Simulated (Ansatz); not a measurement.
Ansatz (a program for electronic structure) input file for C2H6BNO2, SMILES C=COB(N)O, PBE-D3(BJ)/def2-SVP. 

Ansatz 0.2 input:
```yaml
crystal:
  periodic: [false, false, false]
  atoms:
    - {symbol: C, position_ang: [1.25494112, 0.58522846, -1.72039973]}
    - {symbol: C, position_ang: [1.54036057, 0.27946577, -0.46406438]}
    - {symbol: O, position_ang: [0.68848453, 0.22787981, 0.57856401]}
    - {symbol: B, position_ang: [-0.62400911, -0.16356441, 0.57463788]}
    - {symbol: N, position_ang: [-1.19911844, -0.91996329, -0.47208938]}
    - {symbol: O, position_ang: [-1.32361657, 0.17264180, 1.69375707]}
    - {symbol: H, position_ang: [0.25265584, 0.81497378, -2.03580266]}
    - {symbol: H, position_ang: [2.03147550, 0.63724352, -2.46023595]}
    - {symbol: H, position_ang: [2.56149084, 0.08666797, -0.15004449]}
    - {symbol: H, position_ang: [-2.13316077, -1.28566147, -0.45088154]}
    - {symbol: H, position_ang: [-0.66932112, -1.23208236, -1.26491921]}
    - {symbol: H, position_ang: [-2.22001935, -0.15591445, 1.72153620]}
basis:
  gaussian:
    orbitals: def2-SVP
hamiltonian:
  xc: pbe
  dispersion: d3bj
relax: {f_tol: 0.002, max_steps: 200}
```

Output:

```
WARN ansatz: RAYON_NUM_THREADS=2 ignored (pool sized by the plan → 2); use --threads N
Functional definition: PBE
integrals: 0.06 GiB planned
1276 factors; their error is unknown
mean field: 0.33 GiB planned
mean field evaluation 1: about -8403.4215 eV, gradient 8.7e1 eV
mean field evaluation 2: about -8383.3322 eV, gradient 1.3e2 eV
mean field evaluation 4: about -8418.6695 eV, gradient 8.1e0 eV
mean field evaluation 8: about -8418.8142 eV, gradient 3.4e-1 eV
mean field evaluation 16: about -8418.7620 eV, gradient 7.0e-4 eV
mean field -8418.76200750 eV, -309.3837973336 hartree, gradient 4.6e-5 eV, S^2 0.000000; 0 other end points of the search recorded, 0 dependent functions left out
the calculation of the forces begins
reference -8418.76204243 eV, -309.3837986173 hartree; 23, 23 occupied and 91, 91 virtual orbitals, 1276 factors
relax step   1: F+E_penalty+E_count = -8418.99114533 eV  Δ(F+E_penalty+E_count) = +0.000e0 eV  max|allowed force component| = 8.751e-1 eV/Å  Δτ_max = 0.0000 Å  (29 SCF iters, accepted)
these checks for a lower state are left out or cut short: starts, cluster_reference, orbital_swaps, neighbouring_geometries, increment
integrals: 0.06 GiB planned
1276 factors; their error is unknown
mean field: 0.33 GiB planned
mean field -8418.84470977 eV, -309.3868365860 hartree, gradient 1.4e-5 eV, S^2 0.000000; 0 other end points of the search recorded, 0 dependent functions left out
the calculation of the forces begins
reference -8418.84474496 eV, -309.3868378795 hartree; 23, 23 occupied and 91, 91 virtual orbitals, 1276 factors
relax step   2: F+E_penalty+E_count = -8419.07286363 eV  Δ(F+E_penalty+E_count) = -8.172e-2 eV  max|allowed force component| = 5.447e-1 eV/Å  Δτ_max = 0.0342 Å  (31 SCF iters, accepted)
these checks for a lower state are left out or cut short: starts, cluster_reference, orbital_swaps, neighbouring_geometries, increment
integrals: 0.06 GiB planned
1276 factors; their error is unknown
mean field: 0.33 GiB planned
mean field evaluation 32: about -8418.8553 eV, gradient 1.3e-5 eV
mean field -8418.85527810 eV, -309.3872249653 hartree, gradient 1.3e-5 eV, S^2 0.000000; 0 other end points of the search recorded, 0 dependent functions left out
the calculation of the forces begins
reference -8418.85531345 eV, -309.3872262644 hartree; 23, 23 occupied and 91, 91 virtual orbitals, 1276 factors
relax step   3: F+E_penalty+E_count = -8419.08256128 eV  Δ(F+E_penalty+E_count) = -9.698e-3 eV  max|allowed force component| = 2.575e-1 eV/Å  Δτ_max = 0.0287 Å  (31 SCF iters, accepted)
these checks for a lower state are left out or cut short: starts, cluster_reference, orbital_swaps, neighbouring_geometries, increment
integrals: 0.06 GiB planned
1276 factors; their error is unknown
mean field: 0.33 GiB planned
mean field -8418.85839324 eV, -309.3873394444 hartree, gradient 1.5e-5 eV, S^2 0.000000; 0 other end points of the search recorded, 0 dependent functions left out
the calculation of the forces begins
reference -8418.85842850 eV, -309.3873407403 hartree; 23, 23 occupied and 91, 91 virtual orbitals, 1276 factors
relax step   4: F+E_penalty+E_count = -8419.08608690 eV  Δ(F+E_penalty+E_count) = -3.526e-3 eV  max|allowed force component| = 8.259e-2 eV/Å  Δτ_max = 0.0210 Å  (31 SCF iters, accepted)
these checks for a lower state are left out or cut short: starts, cluster_reference, orbital_swaps, neighbouring_geometries, increment
integrals: 0.06 GiB planned
1276 factors; their error is unknown
mean field: 0.33 GiB planned
mean field -8418.85909103 eV, -309.3873650875 hartree, gradient 1.6e-5 eV, S^2 0.000000; 0 other end points of the search recorded, 0 dependent functions left out
the calculation of the forces begins
reference -8418.85912627 eV, -309.3873663827 hartree; 23, 23 occupied and 91, 91 virtual orbitals, 1276 factors
relax step   5: F+E_penalty+E_count = -8419.08695396 eV  Δ(F+E_penalty+E_count) = -8.671e-4 eV  max|allowed force component| = 5.726e-2 eV/Å  Δτ_max = 0.0055 Å  (32 SCF iters, accepted)
these checks for a lower state are left out or cut short: starts, cluster_reference, orbital_swaps, neighbouring_geometries, increment
integrals: 0.06 GiB planned
1276 factors; their error is unknown
mean field: 0.33 GiB planned
mean field -8418.85928932 eV, -309.3873723748 hartree, gradient 1.6e-5 eV, S^2 0.000000; 0 other end points of the search recorded, 0 dependent functions left out
the calculation of the forces begins
reference -8418.85932454 eV, -309.3873736690 hartree; 23, 23 occupied and 91, 91 virtual orbitals, 1276 factors
relax step   6: F+E_penalty+E_count = -8419.08733611 eV  Δ(F+E_penalty+E_count) = -3.821e-4 eV  max|allowed force component| = 2.271e-2 eV/Å  Δτ_max = 0.0081 Å  (33 SCF iters, accepted)
these checks for a lower state are left out or cut short: starts, cluster_reference, orbital_swaps, neighbouring_geometries, increment
integrals: 0.06 GiB planned
1276 factors; their error is unknown
mean field: 0.33 GiB planned
mean field -8418.85932947 eV, -309.3873738500 hartree, gradient 1.8e-5 eV, S^2 0.000000; 0 other end points of the search recorded, 0 dependent functions left out
the calculation of the forces begins
reference -8418.85936469 eV, -309.3873751444 hartree; 23, 23 occupied and 91, 91 virtual orbitals, 1276 factors
relax step   7: F+E_penalty+E_count = -8419.08738948 eV  Δ(F+E_penalty+E_count) = -5.337e-5 eV  max|allowed force component| = 1.484e-2 eV/Å  Δτ_max = 0.0028 Å  (25 SCF iters, accepted)
these checks for a lower state are left out or cut short: starts, cluster_reference, orbital_swaps, neighbouring_geometries, increment
integrals: 0.06 GiB planned
1276 factors; their error is unknown
mean field: 0.33 GiB planned
mean field evaluation 64: about -8418.8593 eV, gradient 3.1e-4 eV
mean field -8418.85933573 eV, -309.3873740802 hartree, gradient 1.2e-5 eV, S^2 0.000000; 0 other end points of the search recorded, 0 dependent functions left out
the calculation of the forces begins
reference -8418.85937095 eV, -309.3873753747 hartree; 23, 23 occupied and 91, 91 virtual orbitals, 1276 factors
relax step   8: F+E_penalty+E_count = -8419.08740748 eV  Δ(F+E_penalty+E_count) = -1.800e-5 eV  max|allowed force component| = 6.267e-3 eV/Å  Δτ_max = 0.0019 Å  (24 SCF iters, accepted)
these checks for a lower state are left out or cut short: starts, cluster_reference, orbital_swaps, neighbouring_geometries, increment
integrals: 0.06 GiB planned
1276 factors; their error is unknown
mean field: 0.33 GiB planned
mean field -8418.85935652 eV, -309.3873748442 hartree, gradient 8.1e-6 eV, S^2 0.000000; 0 other end points of the search recorded, 0 dependent functions left out
the calculation of the forces begins
reference -8418.85939175 eV, -309.3873761388 hartree; 23, 23 occupied and 91, 91 virtual orbitals, 1276 factors
relax step   9: F+E_penalty+E_count = -8419.08741550 eV  Δ(F+E_penalty+E_count) = -8.021e-6 eV  max|allowed force component| = 4.681e-3 eV/Å  Δτ_max = 0.0017 Å  (23 SCF iters, accepted)
these checks for a lower state are left out or cut short: starts, cluster_reference, orbital_swaps, neighbouring_geometries, increment
integrals: 0.06 GiB planned
1276 factors; their error is unknown
mean field: 0.33 GiB planned
mean field -8418.85937199 eV, -309.3873754129 hartree, gradient 1.5e-5 eV, S^2 0.000000; 0 other end points of the search recorded, 0 dependent functions left out
the calculation of the forces begins
reference -8418.85940723 eV, -309.3873767078 hartree; 23, 23 occupied and 91, 91 virtual orbitals, 1276 factors
relax step  10: F+E_penalty+E_count = -8419.08742605 eV  Δ(F+E_penalty+E_count) = -1.055e-5 eV  max|allowed force component| = 6.840e-3 eV/Å  Δτ_max = 0.0041 Å  (24 SCF iters, accepted)
these checks for a lower state are left out or cut short: starts, cluster_reference, orbital_swaps, neighbouring_geometries, increment
integrals: 0.06 GiB planned
1276 factors; their error is unknown
mean field: 0.33 GiB planned
mean field -8418.85937110 eV, -309.3873753801 hartree, gradient 1.3e-5 eV, S^2 0.000000; 0 other end points of the search recorded, 0 dependent functions left out
the calculation of the forces begins
reference -8418.85940634 eV, -309.3873766752 hartree; 23, 23 occupied and 91, 91 virtual orbitals, 1276 factors
relax step  11: F+E_penalty+E_count = -8419.08742848 eV  Δ(F+E_penalty+E_count) = -2.422e-6 eV  max|allowed force component| = 4.668e-3 eV/Å  Δτ_max = 0.0033 Å  (24 SCF iters, accepted)
these checks for a lower state are left out or cut short: starts, cluster_reference, orbital_swaps, neighbouring_geometries, increment
integrals: 0.06 GiB planned
1276 factors; their error is unknown
mean field: 0.33 GiB planned
mean field -8418.85937785 eV, -309.3873756283 hartree, gradient 2.5e-5 eV, S^2 0.000000; 0 other end points of the search recorded, 0 dependent functions left out
the calculation of the forces begins
reference -8418.85941310 eV, -309.3873769234 hartree; 23, 23 occupied and 91, 91 virtual orbitals, 1276 factors
relax step  12: F+E_penalty+E_count = -8419.08743169 eV  Δ(F+E_penalty+E_count) = -3.209e-6 eV  max|allowed force component| = 3.448e-3 eV/Å  Δτ_max = 0.0010 Å  (23 SCF iters, accepted)
these checks for a lower state are left out or cut short: starts, cluster_reference, orbital_swaps, neighbouring_geometries, increment
integrals: 0.06 GiB planned
1276 factors; their error is unknown
mean field: 0.33 GiB planned
mean field evaluation 96: about -8418.8594 eV, gradient 1.1e-5 eV
mean field -8418.85938375 eV, -309.3873758450 hartree, gradient 1.1e-5 eV, S^2 0.000000; 0 other end points of the search recorded, 0 dependent functions left out
the calculation of the forces begins
reference -8418.85941899 eV, -309.3873771401 hartree; 23, 23 occupied and 91, 91 virtual orbitals, 1276 factors
relax step  13: F+E_penalty+E_count = -8419.08743241 eV  Δ(F+E_penalty+E_count) = -7.235e-7 eV  max|allowed force component| = 1.573e-3 eV/Å  Δτ_max = 0.0012 Å  (23 SCF iters, accepted)
integrals: 0.06 GiB planned
1276 factors; their error is unknown
mean field: 0.33 GiB planned
mean field -8418.85938375 eV, -309.3873758450 hartree, gradient 1.1e-5 eV, S^2 0.000000; 1 other end points of the search recorded, 0 dependent functions left out
the calculation of the forces begins
reference -8418.85941899 eV, -309.3873771401 hartree; 23, 23 occupied and 91, 91 virtual orbitals, 1276 factors
Total energy: -8419.08746765 eV, -309.3957577736 hartree
Atom 0 at     1.234496     0.579039    -1.730832 Å, force     0.000436     0.000365     0.000536 eV/Å
Atom 1 at     1.543770     0.278640    -0.452456 Å, force     0.000690    -0.000120    -0.000471 eV/Å
Atom 2 at     0.705360     0.206946     0.607159 Å, force    -0.000391    -0.000803     0.000200 eV/Å
Atom 3 at    -0.637544    -0.185509     0.597029 Å, force    -0.000360    -0.001306     0.001083 eV/Å
Atom 4 at    -1.194409    -0.921612    -0.481232 Å, force    -0.000024     0.000445    -0.001573 eV/Å
Atom 5 at    -1.323784     0.185264     1.731795 Å, force    -0.000074     0.001037    -0.000420 eV/Å
Atom 6 at     0.207723     0.809098    -2.051053 Å, force     0.000359     0.000639    -0.000192 eV/Å
Atom 7 at     2.039630     0.630966    -2.476509 Å, force    -0.001007    -0.001157    -0.000340 eV/Å
Atom 8 at     2.591835     0.093949    -0.153939 Å, force     0.000203     0.001003     0.000211 eV/Å
Atom 9 at    -2.140393    -1.295957    -0.493791 Å, force     0.001101    -0.000020     0.000143 eV/Å
Atom 10 at    -0.623276    -1.207833    -1.276235 Å, force    -0.000892     0.000336     0.000700 eV/Å
Atom 11 at    -2.243245    -0.126076     1.730120 Å, force    -0.000041    -0.000418     0.000124 eV/Å
Dipole moment:    -0.448053    -0.372530    -0.326920 e Å
```

The run converged.

Cost: very roughly 40 core-seconds.
